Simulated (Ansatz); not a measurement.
`[SnH3][CH2][SnH3]` + CH₃SH → `C[S][SnH3]` + `[CH3][SnH3]`  (ligand exchange at the Sn–C bond)

Computed with Ansatz on PBE0-D4/def2-TZVP structures; ΔE is electronic, products minus reactants. CBS: MP2 limit from def2 TZ/QZ plus the TZ coupled-cluster correction, frozen cores. This one scheme is used for every species. DFT in def2-TZVPP. B3LYP here is the variant with VWN-RPA as its local correlation; programs differ in this. HSE06 is defined as in plane-wave codes. def2 core potentials past Kr. For Sn outer-core shells are correlated without core-valence functions, which leaves a few kJ/mol of doubt a bond.

```json
{"level": "LDA (SPW92)", "ΔE (kJ/mol)": "-70.9", "difference from CCSD(T)/CBS": "-3.3"}
{"level": "PBE-D4", "ΔE (kJ/mol)": "-74.7", "difference from CCSD(T)/CBS": "-7.1"}
{"level": "revPBE-D4", "ΔE (kJ/mol)": "-75.9", "difference from CCSD(T)/CBS": "-8.3"}
{"level": "BLYP-D4", "ΔE (kJ/mol)": "-76.1", "difference from CCSD(T)/CBS": "-8.5"}
{"level": "r2SCAN-D4", "ΔE (kJ/mol)": "-75.9", "difference from CCSD(T)/CBS": "-8.3"}
{"level": "B97M-V", "ΔE (kJ/mol)": "-77.0", "difference from CCSD(T)/CBS": "-9.4"}
{"level": "PBE0-D4", "ΔE (kJ/mol)": "-74.1", "difference from CCSD(T)/CBS": "-6.5"}
{"level": "r2SCANh-D4", "ΔE (kJ/mol)": "-75.6", "difference from CCSD(T)/CBS": "-8.0"}
{"level": "HSE06-D4", "ΔE (kJ/mol)": "-74.3", "difference from CCSD(T)/CBS": "-6.7"}
{"level": "BHLYP-D4", "ΔE (kJ/mol)": "-74.4", "difference from CCSD(T)/CBS": "-6.8"}
{"level": "CAM-B3LYP-D4", "ΔE (kJ/mol)": "-72.3", "difference from CCSD(T)/CBS": "-4.7"}
{"level": "ωB97X-V", "ΔE (kJ/mol)": "-70.7", "difference from CCSD(T)/CBS": "-3.1"}
{"level": "ωB97M-V", "ΔE (kJ/mol)": "-70.6", "difference from CCSD(T)/CBS": "-3.0"}
{"level": "B2PLYP", "ΔE (kJ/mol)": "-72.0", "difference from CCSD(T)/CBS": "-4.4"}
{"level": "PBE-QIDH", "ΔE (kJ/mol)": "-70.2", "difference from CCSD(T)/CBS": "-2.6"}
{"level": "PBE", "ΔE (kJ/mol)": "-75.4", "difference from CCSD(T)/CBS": "-7.8"}
{"level": "revPBE", "ΔE (kJ/mol)": "-76.3", "difference from CCSD(T)/CBS": "-8.7"}
{"level": "BLYP", "ΔE (kJ/mol)": "-77.1", "difference from CCSD(T)/CBS": "-9.5"}
{"level": "r2SCAN", "ΔE (kJ/mol)": "-76.2", "difference from CCSD(T)/CBS": "-8.6"}
{"level": "PBE0", "ΔE (kJ/mol)": "-74.8", "difference from CCSD(T)/CBS": "-7.2"}
{"level": "B3LYP", "ΔE (kJ/mol)": "-76.5", "difference from CCSD(T)/CBS": "-8.9"}
{"level": "r2SCANh", "ΔE (kJ/mol)": "-75.9", "difference from CCSD(T)/CBS": "-8.3"}
{"level": "r2SCAN0", "ΔE (kJ/mol)": "-75.6", "difference from CCSD(T)/CBS": "-8.0"}
{"level": "BHLYP", "ΔE (kJ/mol)": "-76.4", "difference from CCSD(T)/CBS": "-8.8"}
{"level": "CAM-B3LYP", "ΔE (kJ/mol)": "-73.1", "difference from CCSD(T)/CBS": "-5.5"}
{"level": "LC-ωPBE", "ΔE (kJ/mol)": "-70.1", "difference from CCSD(T)/CBS": "-2.5"}
{"level": "RPA@PBE/def2-TZVPP", "ΔE (kJ/mol)": "-58.4", "difference from CCSD(T)/CBS": "9.2"}
{"level": "HF/def2-SVP", "ΔE (kJ/mol)": "-78.8", "difference from CCSD(T)/CBS": "-11.2"}
{"level": "MP2/def2-SVP", "ΔE (kJ/mol)": "-67.1", "difference from CCSD(T)/CBS": "0.5"}
{"level": "CCSD/def2-SVP", "ΔE (kJ/mol)": "-66.8", "difference from CCSD(T)/CBS": "0.8"}
{"level": "CCSD(T)/def2-SVP", "ΔE (kJ/mol)": "-66.0", "difference from CCSD(T)/CBS": "1.6"}
{"level": "HF/def2-TZVPP", "ΔE (kJ/mol)": "-77.1", "difference from CCSD(T)/CBS": "-9.5"}
{"level": "MP2/def2-TZVPP", "ΔE (kJ/mol)": "-63.8", "difference from CCSD(T)/CBS": "3.8"}
{"level": "CCSD(T)/def2-TZVPP", "ΔE (kJ/mol)": "-62.9", "difference from CCSD(T)/CBS": "4.7"}
{"level": "HF/def2-QZVPP", "ΔE (kJ/mol)": "-76.9", "difference from CCSD(T)/CBS": "-9.3"}
{"level": "MP2/def2-QZVPP", "ΔE (kJ/mol)": "-66.5", "difference from CCSD(T)/CBS": "1.1"}
{"level": "SCS-MP2/def2-QZVPP", "ΔE (kJ/mol)": "-67.0", "difference from CCSD(T)/CBS": "0.6"}
{"level": "HF/CBS(def2)", "ΔE (kJ/mol)": "-76.9", "difference from CCSD(T)/CBS": "-9.3"}
{"level": "MP2/CBS(def2)", "ΔE (kJ/mol)": "-68.5", "difference from CCSD(T)/CBS": "-0.9"}
{"level": "CCSD/CBS(def2)", "ΔE (kJ/mol)": "-68.3", "difference from CCSD(T)/CBS": "-0.7"}
{"level": "CCSD(T)/CBS", "ΔE (kJ/mol)": "-67.6", "difference from CCSD(T)/CBS": "0"}
```

Largest T1 diagnostic among the species: 0.013.

In def2-TZVPP, CCSD(T) changes the Hartree–Fock value by +14.2 kJ/mol (the triples alone add +0.6 kJ/mol) and MP2 by +13.3 kJ/mol. Leaving LDA and LC-ωPBE aside and taking each functional with its dispersion term where it has one, the values spread over 6.8 kJ/mol, from B97M-V to PBE-QIDH. LDA lies +4.5 kJ/mol from PBE without D4.
